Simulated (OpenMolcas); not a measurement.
## Ionisation energies of tantalum

| Quantity | Value |
| --- | --- |
| Program | OpenMolcas 26.06 |
| Basis | ANO-RCC-VTZP [8s7p5d3f2g1h] |
| Scalar Hamiltonian | DKH2, point nucleus |
| Spin-orbit coupling | RASSI with atomic mean-field integrals over the reference wave functions, term energies averaged over their components |

Active shells in each charge state: the valence d shell, with orbitals averaged over the low states. Where CASPT2's correlated closed shells are named, they are those of the first ion.

A. CASSCF
B. SS-CASPT2, IPEA 0.25 Eh, imaginary shift 0.1 Eh (closed shells correlated: 5s 5p)
C. SS-CASPT2, IPEA 0 Eh, imaginary shift 0.1 Eh (closed shells correlated: 5s 5p)
D. SS-CASPT2, IPEA 0.25 Eh, imaginary shift 0.1 Eh (closed shells correlated: none)
E. SS-CASPT2, IPEA 0.25 Eh, imaginary shift 0.1 Eh (closed shells correlated: 4f 5s 5p)

Energies in eV between the lowest computed levels, named as in B; reference values from the NIST Atomic Spectra Database with their kind.

| From | To | A | B | C | D | E | Spin-orbit share in B | Reference |
| --- | --- | --- | --- | --- | --- | --- | --- | --- |
| Ta2+ 5d3 4F 3/2 | Ta3+ 5d2 3F2 | 22.893 | 23.570 | 23.650 | 23.137 | 23.885 | -0.235 | 23.100 (theoretical) |
| Ta3+ 5d2 3F2 | Ta4+ 5d 2D 3/2 | 35.069 | 35.739 | 35.806 | 35.217 | 36.122 | +0.241 | 35.000 (theoretical) |
| Ta4+ 5d 2D 3/2 | Ta5+ 5p6 1S0 | 47.216 | 47.806 | 47.856 | 47.216 | 48.238 | +0.503 | 48.272 (semi-empirical) |

The lowest level within the active space need not be the ion's true ground level.
